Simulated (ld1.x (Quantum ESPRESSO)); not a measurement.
**Which change was made? (P, TM)**

```json
{"Element": "phosphorus (P)", "Generator": "ld1.x (Quantum ESPRESSO) 7.5", "Type": "norm-conserving Troullier–Martins (Kleinman–Bylander form)", "Functional": "PBE", "Relativity": "scalar-relativistic", "Frozen core": "[Ne]", "Valence charge": "5", "Reference configuration": "3s2 3p3", "Partial waves": "3s (bound): rc 1.65 bohr; 3p (bound): rc 1.85 bohr; 3d channel at 0.05 Ry: rc 1.80 bohr", "Local potential": "the d channel", "Core correction": "none"}
```

Cutoffs, loose and tight: the cutoffs (Ry, on a coarse ladder) from which the occupation-weighted sum of valence levels, in a spherical-Bessel basis at the reference potential, stays within 10 and 1 mRy of its value at 400 Ry. They do not see the model core or the augmentation charge, which bear on the density cutoff. Test errors are all-electron minus pseudo excitation energies from the reference, over the configurations 3s2 3p2; 3s2 3p1; 3s2 3p0; 3s2 3p3.3; 3s2 3p2.5; 3s0 3p5; 3s1 3p4; variants that change the core or the reference have their own tests.

The base gives: outcome: generated; cutoff, loose: 21 Ry; cutoff, tight: 45 Ry; bound ghosts: none; largest test error (meV): +97.

**Question.** After one change the result is: outcome: generated; cutoff, loose: 21 Ry; cutoff, tight: 45 Ry; bound ghosts: none; largest test error (meV): +70. Which change was it?
A. core correction a·sin(br)/r model core inside 1.32 bohr
B. all radii scaled by about 0.86 (s 1.42, p 1.58, d 1.54 bohr)
C. local potential the s channel
D. wave 3p (bound): rc 1.85 bohr becomes 3p (bound): rc 1.30 bohr
E. type RRKJ; local potential the s channel

**Answer.** A. The others give: type RRKJ; local potential the s channel → outcome: generated; cutoff, loose: 30 Ry; cutoff, tight: 50 Ry; bound ghosts: none; largest test error (meV): +79 | wave 3p (bound): rc 1.85 bohr becomes 3p (bound): rc 1.30 bohr → outcome: generated; cutoff, loose: 55 Ry; cutoff, tight: 100 Ry; bound ghosts: none; largest test error (meV): +60 | all radii scaled by about 0.86 (s 1.42, p 1.58, d 1.54 bohr) → outcome: generated; cutoff, loose: 21 Ry; cutoff, tight: 50 Ry; bound ghosts: none; largest test error (meV): +135 | local potential the s channel → outcome: generated; cutoff, loose: 21 Ry; cutoff, tight: 45 Ry; bound ghosts: none; largest test error (meV): +52.
